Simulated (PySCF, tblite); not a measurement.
Isomers of C5H11NSi. Level: GFN2-xTB in tblite, geometry and Hessian alike; calculated harmonic values, unscaled, isolated species. This tight-binding method is rough: wavenumbers can miss measured ones by several per cent, in bad cases by 10 to 20. Modes of hydrogen on silicon can be 10 to 20 % off. One conformer each.

Electronic energies: PBE0/pcSseg-1 single points on the GFN2-xTB geometries (PySCF, gas phase).

```tsv
SMILES	electronic energy, lowest = 0 (kJ/mol)
C/N=C/C1C[SiH2]C1	102.0
C/N=C\[C@H]1CC[SiH2]1	120.1
C=C[C@@H]1CC[SiH2]N1	0.0
```

Task: How do GFN2-xTB zero-point energies change the relative energies?

Result: 
```
               SMILES  ZPE (kJ/mol)  of it from modes above 1550 cm⁻¹  electronic (kJ/mol)  with ZPE, lowest = 0 (kJ/mol)  lowest mode (cm⁻¹)  rings
 C=C[C@@H]1CC[SiH2]N1         386.3                             201.9                  0.0                            0.0                  59      1
    C/N=C/C1C[SiH2]C1         380.5                             196.7                102.0                           96.3                  37      1
C/N=C\[C@H]1CC[SiH2]1         382.3                             197.4                120.1                          116.1                  42      1
```

The zero-point energies span 5.8 kJ/mol, from `C/N=C/C1C[SiH2]C1` to `C=C[C@@H]1CC[SiH2]N1`. The order is unchanged.

Task: And how do the electronic energies of GFN2-xTB itself compare?

Result: `C=C[C@@H]1CC[SiH2]N1` 0.0; `C/N=C/C1C[SiH2]C1` 107.9; `C/N=C\[C@H]1CC[SiH2]1` 104.2 kJ/mol, lowest = 0. Against the energies above, taken from the same isomer `C=C[C@@H]1CC[SiH2]N1`, the largest difference is 15.9 kJ/mol.

Task: What do entropy and thermal enthalpy add at 298.15 K and 1 bar (rigid rotor, harmonic oscillator, one conformer each)?

Result: 
```csv
SMILES,point group,symmetry number,S (J/(mol K)),H − H(0) (kJ/mol),ZPE + H − H(0) − TS (kJ/mol)
C=C[C@@H]1CC[SiH2]N1,C1,1,370.7,24.28,300.0
C/N=C/C1C[SiH2]C1,C1,1,386.6,25.72,290.9
C/N=C\[C@H]1CC[SiH2]1,C1,1,386.4,25.67,292.7
```
